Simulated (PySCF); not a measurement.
HCl2OZr, doublet, at a GFN2-xTB geometry (such geometries of metal compounds can be far from the true shape) (the multiplicity is a formal guess) (core potentials on Zr). Base run: DF-PBE0/def2-SV(P) in PySCF.

Input for PySCF:
```python
from pyscf import gto, scf, dft

mol = gto.M(
    atom='''
Zr    0.273208   -0.104916    0.185672
Cl   -1.688305   -1.183298   -0.074599
Cl    0.091858    1.796357   -1.010345
O     1.717358   -0.659491    1.167115
H     2.472427   -0.949448    1.680260
''',
    basis='def2-sv(p)',
    ecp={'Zr': 'def2-sv(p)'},
    charge=0,
    spin=1,
    verbose=4,
)

mf = dft.UKS(mol)
mf.xc = 'pbe0'
mf = mf.density_fit(auxbasis='def2-universal-jkfit')
mf.kernel()
mf.analyze()
```

Variants of this job, named by their change:

```csv
change,basis functions,E (Eh),HOMO (eV),dipole (D),core-seconds (rough)
base,76,-1042.69393,-5.44,3.76,10
basis = LANL2DZ,49,-152.36610,-5.87,4.66,7
basis = def2-SVP,86,-1042.72280,-5.34,3.70,10
basis = def2-SVPD,119,-1042.73899,-5.44,3.55,20
basis = def2-TZVP,151,-1043.13672,-5.38,3.57,20
basis = def2-TZVPD,181,-1043.13833,-5.39,3.46,20
basis = def2-TZVPP,185,-1043.14187,-5.36,3.51,20
```

Totals compare only among sets that treat the same electrons; sets with core potentials leave the core out.

Open shells are given as the SCF converged; they aren't shown to be the lowest states, and a large step between rows can be another state.
